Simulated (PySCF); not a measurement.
B(Cl)(H)(SeH), H2BClSe, SMILES B(Cl)[SeH], singlet, PBE0/def2-SVP optimised geometry.

```
5

B     -0.34     0.75     0.00
Cl     1.41     0.75     0.00
H     -0.93     1.80     0.00
Se    -1.41    -0.84     0.00
H     -0.29    -1.80     0.00
```

Density from PySCF with PBE0/def2-TZVP at that geometry.

Minimum of the electron density along straight lines between bonded atoms, close to the bond critical point (lines longer than 1.1 times the sum of covalent radii, or with two minima, are not listed):

```
bond    length / Å  ρ at the minimum / e bohr⁻³  ∇²ρ there / e bohr⁻⁵  position (fraction from the first atom)
------  ----------  ---------------------------  --------------------  ---------------------------------------
B1–Cl2       1.748                        0.150                   ___                                     0.30
B1–H3        1.203                          ___                 -0.44                                     0.44
B1–Se4       1.914                        0.146                 -0.33                                     0.34
Se4–H5       1.472                          ___                 -0.33                                     0.63
```

Q: Some entries are withheld; supply them.

A: 
- B1–Cl2, ∇²ρ there / e bohr⁻⁵: 0.05
- B1–H3, ρ at the minimum / e bohr⁻³: 0.188
- Se4–H5, ρ at the minimum / e bohr⁻³: 0.176
